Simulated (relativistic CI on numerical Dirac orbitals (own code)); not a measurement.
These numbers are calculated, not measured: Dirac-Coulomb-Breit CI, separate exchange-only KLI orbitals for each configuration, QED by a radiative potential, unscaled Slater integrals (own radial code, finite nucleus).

The strongest absorption lines from the ground level of an ion, among the configurations computed and to levels below about 9210 eV (vacuum wavelength in Å, gf): 1.5364 (0.45), 1.5473 (0.47), 1.5830 (2), 1.5833 (1.3), 1.5836 (1.9), 1.5981 (1.1), 1.7424 (4.2), 1.7460 (1.4).

(1) Which ion is it?
A. Tb LVI
B. Cs XLVIII
C. Tb LX
D. Tb LVIII

Results:

(1) D. Tb LVIII has 8 electrons and the ground level 2s²2p⁴ ³P2; the strongest line goes to 2s²2p³3d ³D°3. The pattern of lines fixes the number of electrons, and along that sequence the line energies rise steadily with the charge (about as its square where n changes within one kind of shell, about linearly where n is kept but much faster in heavy ions where fine structure, which grows about as Z⁴, sets the gap, and irregularly where shells cross), which fixes Z. Configurations outside the model, such as inner-shell arrays, can give stronger lines. At this charge energies of transitions that change n are usually good to better than 1 %, and those within a shell (Δn = 0) to a few per cent.

LS names give the leading component of a level, which can be under half, so a name can repeat, a term be missing and a line seem to break the LS rules.
